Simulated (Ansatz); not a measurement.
A nudged elastic band was laid between two geometries of ClGaH₂ (4 atoms, charge 0, multiplicity 1).

Theory: Ansatz 0.2.0, RKS r2SCAN/def2-mTZVP.

```yaml
movable_images: 9
climbing_image: yes
spring: 5.0 eV/Å²
optimiser: quadratic models (default)
start_path: through a guess of the saddle point
force_threshold: 0.05 eV/Å
iteration_limit: 34
end_points: relaxed
```

Image 0:

```xyz
4
Properties=species:S:1:pos:R:3
Ga 0.453 0.000 0.073
Cl 0.821 0.000 2.198
H 1.731 0.000 -0.811
H -1.048 0.000 -0.329
```

Image 10:

```xyz
4
Properties=species:S:1:pos:R:3
Ga -0.364 0.000 -0.434
Cl 2.497 0.000 1.949
H 1.481 0.000 1.080
H -1.656 0.000 -1.464
```

Task: What changes between the two ends?

Result: Bonds broken: Ga1–Cl2, Ga1–H3. Bonds formed: Cl2–H3. ClGaH2 becomes ClH + GaH.

Task: What energy profile does the band end with?

Result: The forces met the threshold. The highest image is number 5 of 0 to 10, 55.2 kcal/mol above the first end and 4.7 kcal/mol above the last; the last end lies 50.5 kcal/mol above the first. A vibrational analysis at the climbing image gives one clearly imaginary mode, 669i cm⁻¹: a first-order saddle point. The orbitals stay closed-shell, which can raise the energy where a bond breaks towards radicals; this wasn't checked here.

```
image  path coordinate (Å)  energy (kcal/mol)  Ga1–Cl2 (Å)  Ga1–H3 (Å)  Cl2–H3 (Å)
    0                 0.00                0.0         2.16        1.55        3.14
    1                 0.30                3.1         2.16        1.54        2.83
    2                 0.60               13.4         2.21        1.52        2.50
    3                 0.90               31.5         2.33        1.52        2.19
    4                 1.20               49.1         2.50        1.56        1.91
    5                 1.50               55.2         2.67        1.69        1.63
    6                 1.95               52.3         3.05        2.08        1.37
    7                 2.39               51.9         3.32        2.20        1.35
    8                 2.84               51.4         3.51        2.26        1.34
    9                 3.29               50.8         3.65        2.34        1.34
   10                 3.73               50.5         3.72        2.39        1.34
```

Task: What is the geometry of the highest image?

Result: 
```xyz
4
Properties=species:S:1:pos:R:3
Ga 0.242 0.000 -0.608
Cl 1.339 0.000 1.827
H 1.704 0.000 0.241
H -1.328 0.000 -0.330
```

Task: What are the harmonic wavenumbers there?

Result: 669i, 241, 520, 565, 1444, 1864 cm⁻¹.

Time of the run: 7.2 min on 1 thread of AMD EPYC 7R43 64-Core Processor (Zen 3), on a shared host, peak memory 0.13 GiB.
